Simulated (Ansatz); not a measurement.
Molecule: SnCl₃, charge 0, multiplicity 2. It need not be the lowest isomer of its formula. 
Coordinates optimised at B3LYP-D3(BJ)/def2-TZVP (Ansatz, a program for electronic structure):
```
Sn
Cl 1 2.3608
Cl 1 2.3608 2 107.63
Cl 1 2.3608 2 107.63 3 115.74
```
Charge 0, spin multiplicity 2.

Total electronic energies in hartree. Cores are frozen in the correlated levels unless marked. Open shells are spin-unrestricted. Spin-orbit coupling is left out. Frozen are the shells of the preceding noble gas and the d and f shells that filled before the atom's block. In def2 rows, elements after Kr have scalar-relativistic effective core potentials. CBS marks a two-point X^-3 extrapolation of the correlation energy; Hartree-Fock from the larger set.

| level | program | energy (Eh) |
|---|---|---|
| BLYP/def2-TZVPD | Ansatz | -1595.01320 |
| r2SCAN0-D4/def2-TZVPD | Ansatz + dftd4 | -1595.02021 |
| RI-MP2/def2-TZVPPD | Ansatz | -1592.66698 |
| RI-MP2/CBS(def2-TZVPPD,def2-QZVPPD) | Ansatz | -1592.8152 |
| CCSD/def2-TZVPPD | Ansatz | -1592.71597 |
| CCSD(T)/def2-SVPD | Ansatz | -1592.11057 |
| CCSD(T)/def2-TZVPPD | Ansatz | -1592.74809 |
| CCSD(T)/def2-QZVPP | Ansatz | -1592.85126 |
| CCSD(T)/CBS(def2-TZVPP,def2-QZVPP) | Ansatz | -1592.9013 |

Totals of different functionals don't rank their quality; only differences between species are comparable.
